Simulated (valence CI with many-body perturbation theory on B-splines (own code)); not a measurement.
## Tl¹⁰⁺: E2, M1 decay

Method: valence CI with perturbative core correlation (CI+MBPT): three valence electrons over a frozen Dirac-Fock core [Xe] 4f14, radial functions for each j: 7 s, 7 p, 8 d, 6 f, 4 g, 1 h, with the one-electron correlation potential Σ1, the two-electron term Σ2, the three-electron term Σ3, Breit, model QED; selected CI, second order for the rest, scaled by the run's own slope (own B-spline code, finite nucleus).

No measured spectrum was set against this ion. As an estimate, terms of the open shell hold to 2 to 4 % of their energy, and close levels can change places. Excitations out of the core, of the other parity, are not computed and may begin above about 48.1 eV (a cautious bound); beyond it only levels of the ground parity were kept, without lifetimes.

Lines 51 to 100 of 120 in falling wavelength, among levels below 48.136 eV, chosen from the decays that carry over 1 % of a level's rate. Wavelengths and rates use the calculated energies, so an error of 2000 cm⁻¹ moves a line at 2125 Å by 4.3 % and its rate by three times that or more. Electric multipoles are in the length gauge, E1 and E2 with the static RPA response of the core. Weak lines are less certain than strong ones. Lines between different terms over intervals too small for the method are left out, as are lines whose strength nearly cancels. Where a level lies close to another of its J and parity, the split of strength between their lines is uncertain.

Levels are named by their leading jj configuration (3d3/2^4 stands for four electrons in 3d with j = 3/2), which in mixed levels can hold well under half, so a name can repeat and another be missing. Letters in brackets count levels of one name in rising energy.

```tsv
λ vac (Å)	Upper	Lower	Type	A (s⁻¹)	Branch %
2125	(5d3/2 5d5/2^2) J=7/2 [b]	(5d3/2^2 5d5/2) J=7/2	M1	5.27e+01	24.4
2110	(5d3/2 5d5/2^2) J=3/2 [b]	(5d3/2 5d5/2^2) J=3/2 [a]	M1	1.47e+02	18.6
2044	(5d3/2^2 5d5/2) J=5/2 [b]	(5d3/2^3) J=3/2	M1	1.59e+01	13.0
2006	(5d3/2 5d5/2^2) J=5/2 [a]	(5d3/2^2 5d5/2) J=5/2 [a]	M1	4.12e+01	13.0
1915	(5d5/2^3) J=9/2	(5d3/2^2 5d5/2) J=7/2	M1	2.88e+01	4.1
1881	(5d3/2 5d5/2^2) J=5/2 [b]	(5d3/2^2 5d5/2) J=5/2 [a]	M1	6.73e+00	2.6
1863	(5d5/2^3) J=5/2	(5d3/2 5d5/2^2) J=3/2 [a]	M1	3.73e+02	27.0
1794	(5d3/2 5d5/2^2) J=3/2 [b]	(5d3/2^2 5d5/2) J=5/2 [b]	M1	1.96e+01	2.5
1771	(5d3/2 5d5/2^2) J=3/2 [b]	(5d3/2 5d5/2^2) J=7/2 [a]	E2	1.81e+01	2.3
1765	(5d3/2 5d5/2^2) J=7/2 [b]	(5d3/2^2 5d5/2) J=5/2 [a]	M1	2.44e+01	11.3
1758	(5d5/2^3) J=3/2	(5d3/2^2 5d5/2) J=3/2	M1	5.26e+01	7.1
1746	(5d3/2 5d5/2^2) J=3/2 [a]	(5d3/2^3) J=3/2	M1	4.69e+01	6.0
1670	(5d3/2 5d5/2^2) J=1/2	(5d3/2^3) J=3/2	M1	8.81e+00	2.1
1613	(5d5/2^3) J=5/2	(5d3/2^2 5d5/2) J=5/2 [b]	M1	1.86e+02	13.5
1594	(5d5/2^3) J=5/2	(5d3/2 5d5/2^2) J=7/2 [a]	M1	1.66e+02	12.0
1503	(5d5/2^3) J=3/2	(5d3/2^2 5d5/2) J=5/2 [a]	M1	1.35e+02	18.4
1483	(5d3/2 5d5/2^2) J=5/2 [a]	(5d3/2^3) J=3/2	M1	1.80e+01	5.7
1414	(5d3/2 5d5/2^2) J=5/2 [b]	(5d3/2^3) J=3/2	M1	2.65e+01	10.4
1414	(5d3/2 5d5/2^2) J=5/2 [b]	(5d3/2^3) J=3/2	E2	4.03e+00	1.6
1374	(5d3/2 5d5/2^2) J=3/2 [b]	(5d3/2^2 5d5/2) J=1/2	M1	2.36e+01	3.0
1291	(5d3/2 5d5/2^2) J=3/2 [b]	(5d3/2^2 5d5/2) J=3/2	M1	5.84e+01	7.4
1291	(5d3/2 5d5/2^2) J=3/2 [b]	(5d3/2^2 5d5/2) J=7/2	E2	1.33e+01	1.7
1194	(5d5/2^3) J=5/2	(5d3/2^2 5d5/2) J=7/2	M1	3.77e+01	2.7
1189	(5d5/2^3) J=3/2	(5d3/2^3) J=3/2	M1	1.14e+01	1.5
1148	(5d3/2 5d5/2^2) J=3/2 [b]	(5d3/2^2 5d5/2) J=5/2 [a]	M1	5.53e+01	7.0
372.6	(5d3/2^2 6s) J=5/2	(5d3/2 5d5/2^2) J=9/2	E2	6.28e+03	1.5
366.7	(5d3/2^2 6s) J=1/2	(5d3/2 5d5/2^2) J=5/2 [a]	E2	2.15e+04	4.7
366.0	(5d3/2 5d5/2 6s) J=9/2	(5d5/2^3) J=9/2	E2	4.40e+03	1.1
365.2	(5d3/2 5d5/2 6s) J=5/2 [a]	(5d3/2 5d5/2^2) J=5/2 [b]	E2	9.22e+03	1.9
361.1	(5d3/2 5d5/2 6s) J=7/2 [a]	(5d3/2 5d5/2^2) J=11/2	E2	1.57e+04	4.0
360.9	(5d3/2 5d5/2 6s) J=5/2 [a]	(5d3/2 5d5/2^2) J=5/2 [a]	E2	5.16e+03	1.0
359.3	(5d3/2 5d5/2 6s) J=9/2	(5d3/2 5d5/2^2) J=7/2 [b]	E2	1.05e+04	2.5
353.8	(5d3/2 5d5/2 6s) J=7/2 [a]	(5d3/2 5d5/2^2) J=3/2 [a]	E2	8.09e+03	2.0
353.2	(5d3/2^2 6s) J=3/2	(5d3/2^2 5d5/2) J=1/2	E2	3.60e+04	10.4
351.3	(5d3/2 5d5/2 6s) J=5/2 [a]	(5d3/2 5d5/2^2) J=1/2	E2	1.61e+04	3.3
350.7	(5d3/2 5d5/2 6s) J=9/2	(5d3/2 5d5/2^2) J=5/2 [a]	E2	5.46e+03	1.3
348.1	(5d3/2 5d5/2 6s) J=5/2 [a]	(5d3/2 5d5/2^2) J=3/2 [a]	E2	6.34e+04	12.9
347.8	(5d3/2^2 6s) J=5/2	(5d3/2^2 5d5/2) J=1/2	E2	4.63e+03	1.1
347.4	(5d3/2^2 6s) J=3/2	(5d3/2^2 5d5/2) J=3/2	E2	5.15e+04	14.9
347.4	(5d3/2^2 6s) J=3/2	(5d3/2^2 5d5/2) J=7/2	E2	3.50e+04	10.1
346.2	(5d3/2^2 6s) J=5/2	(5d3/2^2 5d5/2) J=9/2	E2	1.01e+05	23.4
346.2	(5d3/2 5d5/2 6s) J=7/2 [a]	(5d3/2 5d5/2^2) J=9/2	E2	4.79e+04	12.1
345.3	(5d3/2 5d5/2 6s) J=9/2	(5d3/2 5d5/2^2) J=11/2	E2	5.49e+04	13.2
343.6	(5d3/2 5d5/2 6s) J=7/2 [a]	(5d3/2^2 5d5/2) J=5/2 [b]	E2	1.48e+04	3.7
343.4	(5d3/2^2 6s) J=1/2	(5d3/2^2 5d5/2) J=5/2 [b]	E2	1.62e+05	35.3
342.8	(5d3/2 5d5/2 6s) J=7/2 [a]	(5d3/2 5d5/2^2) J=7/2 [a]	E2	3.30e+04	8.3
342.3	(5d3/2^2 6s) J=5/2	(5d3/2^2 5d5/2) J=3/2	E2	2.47e+04	5.7
342.2	(5d3/2^2 6s) J=5/2	(5d3/2^2 5d5/2) J=7/2	E2	8.67e+04	20.1
340.7	(5d3/2 5d5/2 6s) J=5/2 [a]	(5d3/2 5d5/2^2) J=9/2	E2	5.11e+04	10.4
338.3	(5d3/2 5d5/2 6s) J=5/2 [a]	(5d3/2^2 5d5/2) J=5/2 [b]	E2	5.37e+03	1.1
```
